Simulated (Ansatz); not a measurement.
Coupled-cluster run, CH$_{4}$OSSi (`CS[Si]O`).

```yaml
crystal:
  periodic: [false, false, false]
  atoms:
    - {symbol: C, position_ang: [0.829698, 0.896858, -0.953297]}
    - {symbol: S, position_ang: [-0.680943, 0.021211, -0.464732]}
    - {symbol: Si, position_ang: [-0.011486, -0.843662, 1.381497]}
    - {symbol: O, position_ang: [-1.365302, -1.654131, 1.862071]}
    - {symbol: H, position_ang: [1.168117, 0.515969, -1.915553]}
    - {symbol: H, position_ang: [1.616669, 0.747286, -0.210546]}
    - {symbol: H, position_ang: [0.614439, 1.960837, -1.037905]}
    - {symbol: H, position_ang: [-2.171192, -1.644359, 1.338454]}
basis:
  gaussian: {orbitals: def2-TZVPP}
correlation: {method: ccsd_t}
```

```sh
$ ansatz run in.yaml --threads 2 --pin off --events-out ev --progress --plain --max-ram 32768MiB --backend cuda --devices 0, --max-vram 18GiB
```

The program prints (abridged):

```
Functional definition: HF
1189 factors; integrals over basis functions are off by at most 1.1e-3 eV
mean field evaluation 1: about -21810.2559 eV, gradient 3.9e1 eV
mean field evaluation 2: about -21810.5040 eV, gradient 3.9e1 eV
mean field evaluation 4: about -21813.6831 eV, gradient 3.6e0 eV
mean field evaluation 8: about -21813.7529 eV, gradient 3.5e-1 eV
mean field evaluation 16: about -21813.7537 eV, gradient 1.3e-6 eV
mean field -21813.75365850 eV, -801.6406610568 hartree, gradient 1.3e-6 eV, S^2 0.000000; 0 other end points of the search recorded, 0 dependent functions left out
12 core orbitals not correlated: weight in the atoms' cores, before any rotation towards them, 1.000 or more for the frozen orbitals, at most 0.000 for the correlated occupied ones
reference -21813.75365850 eV, -801.6406610568 hartree; 12, 12 occupied and 178, 178 virtual orbitals, 1189 factors
second order -18.89854479 eV of doubles, -0.00000000 eV of singles
cycle   1  -19.33232030 eV  change   -4.3e-1 eV  update   1.0e-1
cycle   2  -19.82779156 eV  change   -5.0e-1 eV  update   3.3e-2
cycle   3  -19.94726567 eV  change   -1.2e-1 eV  update   1.8e-2
cycle   4  -19.93524595 eV  change    1.2e-2 eV  update   4.6e-3
cycle   5  -19.93233105 eV  change    2.9e-3 eV  update   2.1e-3
cycle   6  -19.93278917 eV  change   -4.6e-4 eV  update   7.3e-4
cycle   7  -19.93236560 eV  change    4.2e-4 eV  update   2.8e-4
cycle   8  -19.93230825 eV  change    5.7e-5 eV  update   1.1e-4
cycle   9  -19.93235397 eV  change   -4.6e-5 eV  update   4.5e-5
cycle  10  -19.93234408 eV  change    9.9e-6 eV  update   1.8e-5
perturbative correction -0.87310399 eV, -0.0320859797 hartree
Total energy: -21834.55910657 eV, -802.4052471708 hartree
```

Run time 8 s (2 threads of an AMD EPYC 7R13 on a shared host and a share of an NVIDIA H100 80 GB); peak host memory 0.78 GiB.

The correlation energy is -20.805 eV, 4.2 % of it from (T); the T1 diagnostic reads 0.0140.
